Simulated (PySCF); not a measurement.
**Unknown compound**

Molecular formula: C8H9N. Simulated spectra:

¹H NMR (300 MHz, computed): δ 7.63 (d, 1H), 7.39 (m, 1H), 7.02 (m, 1H), 6.94 (m, 1H), 6.73 (d, 1H), 5.92 (m, 1H), 5.53 (m, 1H), 3.52 (br s, 2H).

¹³C{¹H} NMR (computed): δ 149.1, 140.4, 135.2, 133.0, 126.9, 122.7, 121.0, 118.1.

[PySCF 2.14.0 with density-fitted response routines: geometry: GFN2-xTB; shieldings: GIAO PBE0/pcSseg-1; no relativistic terms; one computed conformer; averaged over atoms made equivalent by symmetry, fast rotation or ring inversion; no solvent]

Referencing at the same level of theory: ¹H and ¹³C against TMS.

Task: Propose a structure and justify it.

Result: 
The formula gives 5 degrees of unsaturation (1 ring in the answer). 8 carbon signals for 8 carbons: no two carbons are equivalent. Carbon types of the structure: 2 × C, 5 × CH, 1 × CH2, leaving 2 H on heteroatoms. δC 149.1: aromatic carbon bearing nitrogen; an ipso carbon deshielded by its heteroatom. δC 140.4: alkene CH; an sp2 carbon of a C=C bond. δC 135.2, 133.0, 122.7, 118.1: aromatic CH. δC 126.9: substituted aromatic carbon. δC 121.0: terminal =CH2 carbon; an sp2 carbon of a C=C bond. δH 7.02: hydrogen on an alkene CH; attached to an sp2 carbon and in the plane of the double bond. δH 3.52: hydrogen on an aniline-type nitrogen; exchangeable, gas-phase position.

Structure: 2-vinylaniline (SMILES C=Cc1ccccc1N).

The data come from this structure; uniqueness wasn't tested.

OH/NH shifts are gas-phase values; hydrogen bonding in solution moves them, usually downfield. Shifts are as computed. Against solution values, carbons near 30 ppm lie about +3 ppm off and those near 130 ppm about +5 ppm. Of 1211 compounds with measured shifts, 218 miss one by over three times the rms of a fit or turn the order of signals round; such compounds aren't used in these exercises. Multiplicities follow the n + 1 count of equivalent neighbours, as no J values were calculated; m marks all less simple cases, F and P coupling included.
